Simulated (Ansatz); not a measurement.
Born–Oppenheimer molecular dynamics of CH₆AuNO (10 atoms, charge 0, multiplicity 1). It starts at the highest image of a converged band. Of that band: Neighbouring images differ by up to 1.8 eV, so the band resolves the path poorly. A vibrational analysis at the climbing image gives 2 clearly imaginary modes (1851i, 224i cm⁻¹): a point of higher order, so a lower path passes nearby.

Theory: UHF/def2-SVP (Ansatz 0.2.0).

```json
{
  "ensemble": "NVE (velocity Verlet)",
  "time step": "0.5 fs",
  "steps asked": "200",
  "starting velocities drawn for": "300 K",
  "seed": "12167"
}
```

Frames 1 fs apart, positions in Å, forces in eV/Å.

Velocities at 5.0 fs (Å/ps):

```
C 2.57 0.13 -3.50
O 1.41 -1.54 1.42
Au -0.30 0.21 0.73
N 3.02 -2.32 -5.42
H -2.56 -21.70 -10.88
H -20.96 21.64 8.21
H -7.06 8.62 -36.05
H 15.47 -3.38 -5.44
H 1.58 11.64 3.44
H -21.91 -3.16 -6.92
```

```xyz
10
Properties=species:S:1:pos:R:3:forces:R:3 time_fs=5.0 energy_less_start_eV=0.048 T=254
C -0.665 2.087 -1.750 0.52 -1.06 0.17
O 0.386 1.234 -0.919 -0.27 -0.14 0.74
Au 0.392 -0.333 0.323 -0.02 0.06 -0.22
N 0.454 -2.020 1.621 -0.80 -0.20 0.80
H -1.135 1.316 -2.359 -0.37 0.38 -0.19
H -1.377 2.568 -1.073 0.30 -0.04 -0.06
H 0.603 2.003 -1.689 -0.13 0.86 -0.57
H 0.430 -1.766 2.599 0.47 0.25 -0.08
H -0.371 -2.596 1.557 0.00 -0.05 -0.51
H 1.236 -2.633 1.488 0.31 -0.07 -0.06
10
Properties=species:S:1:pos:R:3:forces:R:3 time_fs=6.0 energy_less_start_eV=0.051 T=253
C -0.662 2.087 -1.753 0.21 -1.47 0.56
O 0.387 1.232 -0.917 -0.37 -0.10 0.73
Au 0.392 -0.333 0.324 -0.05 0.09 -0.27
N 0.457 -2.022 1.616 -1.14 0.44 0.95
H -1.139 1.297 -2.370 -0.10 0.94 0.20
H -1.396 2.589 -1.066 0.96 -0.44 -0.71
H 0.594 2.017 -1.728 -0.62 1.08 -0.68
H 0.448 -1.768 2.593 0.44 0.26 -0.05
H -0.370 -2.585 1.558 -0.30 -0.21 -0.51
H 1.216 -2.637 1.480 0.98 -0.57 -0.22
10
Properties=species:S:1:pos:R:3:forces:R:3 time_fs=7.0 energy_less_start_eV=0.005 T=299
C -0.660 2.085 -1.756 0.44 -1.95 0.91
O 0.388 1.231 -0.915 -0.56 -0.20 0.83
Au 0.392 -0.333 0.324 -0.10 0.13 -0.32
N 0.459 -2.024 1.612 -1.09 0.64 0.95
H -1.145 1.287 -2.380 0.08 1.28 0.40
H -1.406 2.606 -1.065 1.36 -0.61 -1.08
H 0.580 2.040 -1.773 -1.19 1.47 -0.94
H 0.469 -1.768 2.587 0.35 0.24 -0.01
H -0.371 -2.576 1.554 -0.46 -0.27 -0.45
H 1.206 -2.646 1.471 1.17 -0.72 -0.30
10
Properties=species:S:1:pos:R:3:forces:R:3 time_fs=8.0 energy_less_start_eV=-0.201 T=499
C -0.656 2.082 -1.758 1.18 -2.49 1.27
O 0.389 1.229 -0.913 -0.86 -0.43 1.05
Au 0.392 -0.333 0.325 -0.18 0.21 -0.38
N 0.460 -2.026 1.608 -0.61 0.26 0.77
H -1.149 1.288 -2.385 0.16 1.35 0.40
H -1.403 2.617 -1.075 1.48 -0.54 -1.17
H 0.554 2.077 -1.828 -1.76 2.04 -1.39
H 0.495 -1.765 2.581 0.24 0.19 0.02
H -0.377 -2.569 1.546 -0.39 -0.19 -0.31
H 1.206 -2.662 1.458 0.74 -0.38 -0.25
10
Properties=species:S:1:pos:R:3:forces:R:3 time_fs=9.0 energy_less_start_eV=-0.633 T=917
C -0.652 2.077 -1.760 2.27 -3.05 1.65
O 0.389 1.227 -0.910 -1.26 -0.63 1.22
Au 0.391 -0.332 0.326 -0.27 0.30 -0.45
N 0.461 -2.027 1.605 0.01 -0.44 0.50
H -1.152 1.303 -2.388 0.11 1.15 0.18
H -1.385 2.624 -1.096 1.31 -0.23 -0.98
H 0.512 2.135 -1.895 -2.16 2.62 -1.87
H 0.522 -1.761 2.575 0.10 0.10 0.02
H -0.387 -2.564 1.535 -0.13 -0.02 -0.14
H 1.213 -2.682 1.444 0.03 0.20 -0.13
10
Properties=species:S:1:pos:R:3:forces:R:3 time_fs=10.0 energy_less_start_eV=-1.292 T=1552
C -0.646 2.069 -1.760 3.36 -3.57 2.02
O 0.389 1.224 -0.906 -1.69 -0.47 1.03
Au 0.391 -0.332 0.326 -0.36 0.38 -0.52
N 0.462 -2.029 1.602 0.48 -1.03 0.24
H -1.154 1.328 -2.388 -0.06 0.68 -0.18
H -1.356 2.628 -1.126 0.83 0.26 -0.51
H 0.449 2.216 -1.981 -2.09 2.87 -2.11
H 0.551 -1.756 2.568 -0.06 0.00 -0.02
H -0.397 -2.560 1.522 0.18 0.17 0.05
H 1.221 -2.700 1.428 -0.59 0.70 0.00
10
Properties=species:S:1:pos:R:3:forces:R:3 time_fs=11.0 energy_less_start_eV=-2.070 T=2300
C -0.637 2.059 -1.758 4.30 -3.89 2.29
O 0.387 1.222 -0.901 -2.10 0.22 0.28
Au 0.391 -0.332 0.327 -0.43 0.39 -0.56
N 0.463 -2.032 1.599 0.72 -1.26 0.05
H -1.156 1.360 -2.390 -0.34 0.06 -0.56
H -1.318 2.634 -1.161 0.12 0.80 0.18
H 0.367 2.326 -2.087 -1.58 2.55 -1.89
H 0.578 -1.750 2.562 -0.21 -0.10 -0.08
H -0.406 -2.553 1.510 0.39 0.29 0.22
H 1.223 -2.711 1.412 -0.88 0.93 0.06
10
Properties=species:S:1:pos:R:3:forces:R:3 time_fs=12.0 energy_less_start_eV=-2.784 T=2987
C -0.625 2.046 -1.754 5.32 -3.57 2.07
O 0.384 1.219 -0.896 -2.40 1.21 -0.79
Au 0.390 -0.331 0.328 -0.47 0.33 -0.55
N 0.465 -2.035 1.596 0.72 -1.04 -0.04
H -1.162 1.392 -2.398 -0.58 -0.51 -0.75
H -1.280 2.648 -1.194 -0.56 1.11 0.85
H 0.269 2.459 -2.210 -1.33 1.54 -1.09
H 0.604 -1.746 2.555 -0.34 -0.19 -0.11
H -0.412 -2.544 1.500 0.43 0.30 0.36
H 1.217 -2.713 1.397 -0.78 0.82 0.04
10
Properties=species:S:1:pos:R:3:forces:R:3 time_fs=13.0 energy_less_start_eV=-3.226 T=3410
C -0.608 2.029 -1.749 5.81 -2.13 1.02
O 0.380 1.218 -0.892 -2.51 2.12 -1.80
Au 0.390 -0.331 0.328 -0.48 0.20 -0.49
N 0.467 -2.039 1.593 0.51 -0.41 -0.03
H -1.173 1.420 -2.412 -0.58 -0.80 -0.55
H -1.246 2.673 -1.219 -0.82 0.89 1.19
H 0.158 2.606 -2.343 -1.45 -0.20 0.38
H 0.627 -1.744 2.547 -0.43 -0.24 -0.09
H -0.413 -2.533 1.494 0.26 0.18 0.44
H 1.204 -2.708 1.382 -0.32 0.38 -0.08
10
Properties=species:S:1:pos:R:3:forces:R:3 time_fs=14.0 energy_less_start_eV=-3.191 T=3377
C -0.587 2.011 -1.743 4.65 -0.10 -0.24
O 0.374 1.217 -0.889 -2.40 2.78 -2.58
Au 0.389 -0.331 0.329 -0.47 0.04 -0.41
N 0.469 -2.043 1.591 0.17 0.44 0.04
H -1.190 1.440 -2.431 -0.24 -0.78 0.03
H -1.220 2.705 -1.233 -0.52 0.11 1.12
H 0.034 2.752 -2.473 -1.03 -2.00 1.86
H 0.645 -1.744 2.538 -0.45 -0.25 0.00
H -0.412 -2.519 1.492 -0.03 0.00 0.46
H 1.187 -2.699 1.366 0.34 -0.24 -0.27
10
Properties=species:S:1:pos:R:3:forces:R:3 time_fs=15.0 energy_less_start_eV=-2.707 T=2914
C -0.562 1.993 -1.737 2.19 1.53 -1.00
O 0.367 1.218 -0.887 -2.10 3.13 -3.09
Au 0.389 -0.331 0.329 -0.45 -0.10 -0.34
N 0.472 -2.047 1.588 -0.12 1.17 0.07
H -1.209 1.453 -2.450 0.32 -0.61 0.74
H -1.199 2.739 -1.236 0.04 -0.85 0.82
H -0.100 2.878 -2.585 -0.02 -3.07 2.64
H 0.660 -1.746 2.529 -0.42 -0.24 0.14
H -0.411 -2.505 1.494 -0.32 -0.19 0.45
H 1.174 -2.693 1.348 0.88 -0.77 -0.43
10
Properties=species:S:1:pos:R:3:forces:R:3 time_fs=16.0 energy_less_start_eV=-2.037 T=2270
C -0.536 1.976 -1.732 -0.43 2.46 -1.17
O 0.358 1.221 -0.888 -1.64 3.19 -3.33
Au 0.388 -0.330 0.330 -0.41 -0.18 -0.30
N 0.474 -2.050 1.585 -0.14 1.37 -0.06
H -1.224 1.460 -2.462 0.87 -0.47 1.31
H -1.178 2.764 -1.232 0.53 -1.62 0.53
H -0.234 2.976 -2.672 1.06 -3.37 2.75
H 0.670 -1.750 2.522 -0.32 -0.21 0.28
H -0.413 -2.494 1.500 -0.45 -0.31 0.41
H 1.169 -2.693 1.326 0.93 -0.86 -0.42
```

Of the whole run (100 fs, mean temperature of the second half 1923 K): The conserved energy stayed within 4.2 meV per atom of its start (net change 0.33 meV per atom), so there is no drift, though single steps change it by up to 45 meV in the whole system, a sign of fast motions only just resolved. The kinetic energy rose, since the run started high on the potential surface and went downhill. A run of 0.1 ps of so small a system gives no equilibrium averages. The orbitals stay closed-shell, which can raise the energy where a bond breaks towards radicals; this wasn't checked here.

Run time: 2.4 min on 2 threads of AMD EPYC 9R45 96-Core Processor (Zen 5), with other jobs on the host, peak memory 0.28 GiB.
